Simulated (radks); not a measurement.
Q: These are the eigenvalues of the occupied orbitals of an atom or ion with whole-number occupations (eV). Method: Dirac Kohn-Sham, exchange-only PBE, spin-unpolarised, spherical densities, finite nucleus; Fermi nuclear charge, rms radius of each element as measured or else 0.836 A^(1/3) + 0.57 fm; computed with a radial shooting solver on a logarithmic mesh with Libxc functionals.

| orbital | eigenvalue |
|---|---|
| 1s1/2 | -4507.728 |
| 2s1/2 | -580.1704 |
| 2p1/2 | -497.9167 |
| 2p3/2 | -493.2308 |
| 3s1/2 | -145.5560 |
| 3p1/2 | -123.0740 |
| 3p3/2 | -122.3919 |

Which element is it, and in what charge state? The configuration may be excited. Open shells, if any, fill j = l - 1/2 first.

A: Z = 21, scandium, charge +6: Sc6+ in [Ne] 3s2 3p3. The list shows which subshells hold electrons but not how many an open one holds; the 1s level, -165.66 hartree, gives Z - s = 18.2 by -(Z - s)^2/2, which with screening and relativity narrows Z to a few neighbours, and the depths of the outer levels then fix element, charge and occupations together.
